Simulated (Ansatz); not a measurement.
Two isomers of C2H6B2FN: A = `CB(F)BC=N`, B = `BC1(F)NB1C`.

Program: Ansatz. Geometries: PBE0-D4/def2-TZVP. ΔE: electronic, gas phase. CCSD(T)/CBS adds triple-zeta CCSD(T) − MP2 to the extrapolated MP2 energy (def2 sets, frozen cores). DFT in def2-TZVPP. B3LYP here is the variant with VWN-RPA as its local correlation; programs differ in this. One conformer a species, not always the lowest.

Question: Which isomer does CCSD(T)/CBS put lower? Give the gap. (An estimate is asked.)

Answer: Computed: A, by 17.3 kcal/mol.

Question: Give E(B) − E(A) in kcal/mol with CCSD(T)/def2-TZVPP, ωB97M-V, CCSD/def2-TZVPP, HF/def2-TZVPP, PBE0-D4, B3LYP, r2SCAN-D4. (An estimate is asked.)

Answer: The calculation gave: CCSD(T)/def2-TZVPP 17.8, ωB97M-V 13.4, CCSD/def2-TZVPP 20.5, HF/def2-TZVPP 33.5, PBE0-D4 9.9, B3LYP 19.1, r2SCAN-D4 11.2. None reverses the order clearly.

Largest T1 diagnostic: 0.015.

The D4 term adds −0.8 kcal/mol with B3LYP and −0.4 kcal/mol with PBE0; it sums over pairs of atoms, weighted by their polarisabilities, and B3LYP, whose exchange is more repulsive, gets the larger term. From PBE to PBE0 (25 % exact exchange), in def2-TZVPP and without D4, E(B) − E(A) moves by +1.0 kcal/mol.
